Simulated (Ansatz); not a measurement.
Species: sum formula Si$_{2}$N$_{2}$H$_{7}$ (charge 0, doublet). It need not be the lowest isomer of its formula. 
Coordinates optimised at B3LYP-D3(BJ)/def2-TZVP (Ansatz, a quantum-chemistry and plane-wave program):
```xyz
11

N     -1.9790     0.8506    -0.8063
Si    -1.1729    -0.4348     0.0669
N      0.3338     0.0503     0.7332
Si     1.8917     0.0666    -0.0254
H     -2.8649     0.5589    -1.2290
H     -0.9212    -1.5544    -0.8730
H     -2.0727    -0.8483     1.1753
H      0.2778     0.5158     1.6297
H      1.7604    -0.6853    -1.2924
H      2.9077    -0.5801     0.8399
H      2.3667     1.4407    -0.3193
```
Charge 0, spin multiplicity 2.

Atomisation energy built up term by term with Ansatz (kcal/mol; UHF references for open shells; valence terms freeze the core; atomic spin-orbit terms are left out). CBS marks a two-point X^-3 extrapolation of the correlation energy; Hartree-Fock from the larger set.

| term | basis | kcal/mol |
|---|---|---|
| Hartree-Fock | cc-pV(Q+d)Z | [?] |
| CCSD correlation | CBS(cc-pV(T+d)Z,cc-pV(Q+d)Z) | 222.02 |
| (T) | CBS(cc-pV(T+d)Z,cc-pV(Q+d)Z) | [?] |
| core correlation | cc-pwCVTZ | 0.87 |
| scalar relativity (X2C) | cc-pVTZ-DK against cc-pVTZ | -1.91 |
| sum: De |  | [?] |

Problem. Fill in the missing entries.

Solution. 
- Hartree-Fock, kcal/mol: 590.29
- (T), kcal/mol: 10.66
- sum: De, kcal/mol: 821.9
